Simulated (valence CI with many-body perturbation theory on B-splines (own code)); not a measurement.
Ce XXVII: what the settings do

Computed by valence CI with perturbative core correlation (CI+MBPT): four valence electrons over a frozen Dirac-Fock core [Ar] 3d10, a basis of 6 s, 6 p, 5 d, 3 f, 1 g functions for each j, with the one-electron correlation potential Σ1 (screened to all orders), the two-electron term Σ2, the three-electron term Σ3, Breit, model QED; selected single and double excitations, second order for the rest, scaled by the run's own slope (own B-spline code, finite nucleus).

No measured spectrum was set against this ion. As an estimate, large intervals hold to a few tenths of a per cent, small ones and those within an open d or f shell to about a per cent.

The reference run has the lowest level (4s^2 4p1/2^2) J=0 and an ionisation energy of 926.028 eV. Its largest variational space holds 9997 state functions.

Levels are named by their leading jj configuration (3d3/2^4 stands for four electrons in 3d with j = 3/2), which in mixed levels can hold well under half, so a name can repeat and another be missing. Letters in brackets count levels of one name in rising energy.

Changed runs:
A. core polarisation of operators on → off; averaging of valence orbitals over low configurations on → off
B. correlating orbitals by l 3 3 3 2 1 → 3 6 1 4 1; Breit term on → off; QED terms on → off
C. three-electron term on → off; scale of Σ1 1 → 0.8
D. box radius (bohr) 4.2447 → 0.43 (bad on purpose)

Excitation energies of the reference run in cm⁻¹, and shifts in cm⁻¹:

```tsv
Level	Reference	A	B	C
(4s^2 4p1/2 4p3/2) J=1	178537	+2.8	+2283	-289
(4s^2 4p1/2 4p3/2) J=2	201565	+1.3	+2445	-242
(4s^2 4p3/2^2) J=2	397532	+3.3	+4677	-483
(4s^2 4p3/2^2) J=0	450390	+1.6	+4572	-340
(4s 4p1/2^2 4p3/2) J=2	643342	+5.1	+3497	-417
(4s 4p1/2^2 4p3/2) J=1	724649	+2.3	+3517	-295
(4s 4p1/2 4p3/2^2) J=2 [a]	812325	+6.5	+5359	-623
(4s 4p1/2 4p3/2^2) J=3	855149	+5.1	+5782	-595
(4s 4p1/2 4p3/2^2) J=0	902341	+4.3	+5485	-462
(4s 4p1/2 4p3/2^2) J=2 [b]	918547	+3.0	+5399	-515
(4s 4p1/2 4p3/2^2) J=1 [a]	922899	+4.2	+5720	-494
(4s 4p1/2 4p3/2^2) J=1 [b]	967198	+1.8	+5467	-354
Ionisation energy (eV)	926.028	+0.0006	+0.798	-0.191
```

Run D: It gave no result. The program said: "need at least one array to concatenate".
